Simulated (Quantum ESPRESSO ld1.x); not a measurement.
Problem. The mean radii <r> (bohr) of the occupied orbitals of an atom or ion are listed with their occupations. Method: scalar-relativistic Kohn-Sham, LDA (Slater exchange, Perdew-Zunger correlation), spin-polarised, spherical densities, point nucleus; computed with ld1.x of Quantum ESPRESSO 7.5.

orbital  occ.      <r>
1s up       1  0.02233
1s down     1  0.02233
2s up       1  0.09412
2s down     1  0.09409
2p up       3  0.08281
2p down     3  0.08280
3s up       1   0.2287
3s down     1   0.2289
3p up       3   0.2228
3p down     1   0.2230

Name the element and its charge. Open shells, if any, are filled with parallel spins first.

Solution. Z = 63, europium, charge +47: Eu47+ in [Ne] 3s2 3p4. The 1s radius gives Z: for a bare nucleus <r> = (2 gamma + 1)/(2Z) with gamma = sqrt(1 - (Z/c)^2), 0.02203 bohr for Z = 63, and screening makes it slightly larger (0.02233 here). The occupations add up to 16, and the charge is Z minus that.
